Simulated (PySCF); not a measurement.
HgCl2, SMILES [Cl][Hg][Cl]. Geometry optimised at PBE-D3(BJ)/def2-TZVP. The isomer is the one that the SMILES or the coordinates give; other isomers of the formula were not compared. The def2 effective core potentials stand for the cores of Hg; spin–orbit coupling is left out.

Computed equilibrium geometry at PBE-D3(BJ)/def2-TZVP (PySCF confirms it by a frequency run) as bond lengths and angles, and its point group:
point group D∞h.
Atoms: Hg1 Cl2 Cl3. Bonded distances (Å): Hg1–Cl2 2.275, Hg1–Cl3 2.275. Angles (°): Cl2–Hg1–Cl3 180.0.
Charge 0, spin multiplicity 1.
